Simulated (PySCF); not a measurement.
This PySCF input asks for the NMR shieldings of SMILES [SiH2]1C[C@@H](CC)[SiH2][C@H](F)[SiH2]1, C₅H₁₅FSi₃; the geometry comes from GFN2-xTB.

```python
import basis_set_exchange as bse
import numpy as np
from pyscf import gto, dft
from pyscf.prop import nmr

atoms = """
C    -2.848152    0.084332   -0.790745
C    -2.211714   -0.072724    0.583476
C    -0.677961   -0.022704    0.575437
C    -0.167023    1.358543    0.139171
Si    1.649592    1.706151    0.624547
Si    2.949585    0.032642   -0.303114
C     1.931730   -1.579845   -0.032592
F     2.032033   -1.911727    1.330526
Si    0.064160   -1.456238   -0.446148
H    -2.543949   -0.725101   -1.449582
H    -2.560806    1.028178   -1.246775
H    -3.932620    0.067726   -0.703793
H    -2.588855    0.720099    1.237852
H    -2.530766   -1.026081    1.012404
H    -0.370308   -0.171499    1.619325
H    -0.804765    2.124383    0.591155
H    -0.280449    1.471202   -0.941408
H     1.981141    3.052295    0.131243
H     1.709698    1.783506    2.092754
H     4.276516   -0.190419    0.282539
H     3.140489    0.112573   -1.760214
H     2.379009   -2.427873   -0.557787
H    -0.019546   -1.218050   -1.894129
H    -0.588772   -2.719605   -0.086587
"""
names = dict.fromkeys(["C", "Si", "F", "H"], "pcSseg-1")
basis = {el: gto.basis.parse(bse.get_basis(n, elements=[el], fmt="nwchem")) for el, n in names.items()}
mol = gto.M(atom=atoms, basis=basis, charge=0, verbose=0)
mf = dft.RKS(mol, xc="PBE0")
mf.grids.level = 2
mf.grids.alignment = dft.numint.BLKSIZE   # the property module wants whole blocks of grid points
mf.conv_tol = 1e-9
mf.kernel()

calc = nmr.RKS(mf)   # GIAO
C = mf.mo_coeff
Co = C[:, mf.mo_occ > 0]
resp = mf.gen_response(singlet=True, hermi=2)
def vind(x):   # induced exchange potential for any number of trial vectors
    d = np.einsum("pi,xij,qj->xpq", C, 2 * x.reshape(-1, C.shape[1], Co.shape[1]), Co, optimize=True)
    return np.einsum("xpq,pi,qj->xij", resp(d - d.transpose(0, 2, 1)), C, Co, optimize=True).ravel()
mo1, _ = nmr.rhf.solve_mo1(calc, with_cphf=vind)
sigma = calc.kernel(mo1)
for i, s in enumerate(sigma):   # ppm
    print("%2d %-2s %9.2f" % (i, mol.atom_pure_symbol(i), np.trace(s) / 3))
```

Question: Give the expected output.

Answer: 
```
 0 C     174.41
 1 C     152.54
 2 C     165.14
 3 C     171.79
 4 Si    426.86
 5 Si    430.11
 6 C     104.66
 7 F     461.95
 8 Si    386.85
 9 H      31.09
10 H      30.49
11 H      30.62
12 H      30.13
13 H      29.82
14 H      30.05
15 H      30.66
16 H      30.49
17 H      27.67
18 H      27.52
19 H      27.49
20 H      27.68
21 H      26.02
22 H      27.57
23 H      27.36
```

These numbers come from an equivalent density-fitted implementation of the same equations, which agrees with the script to about 0.01 ppm for H and up to a few tenths of a ppm for heavy atoms, so last digits may differ.

Question: Turn these shieldings into chemical shifts. Referencing at the same level of theory: TMS for ¹³C (186.93 ppm), ²⁹Si (349.16 ppm), ¹H (31.72 ppm); ¹⁹F (170.95 ppm) vs CFCl3.

Answer: Averaging equivalent atoms: C 6: 82.3; C 1: 34.4; C 2: 21.8; C 3: 15.1; C 0: 12.5; Si 8: -37.7; Si 4: -77.7; Si 5: -81.0; F 7: -291.0; H 21: 5.70; H 23: 4.36; H 19: 4.23; H 18: 4.20; H 22: 4.15; H 17: 4.05; H 20: 4.03; H 13: 1.90; H 14: 1.67; H 12: 1.59; H 16: 1.23; H 15: 1.06; H 9/10/11: 0.98 ppm. Unscaled 19F shifts against computed CFCl3 carry errors that often reach 10 to 50 ppm.

Size and cost of the density-fitted run: 249 basis functions, 2 min wall time on 1 thread of an Arm Neoverse N1, shared host; peak memory 1.1 GiB.
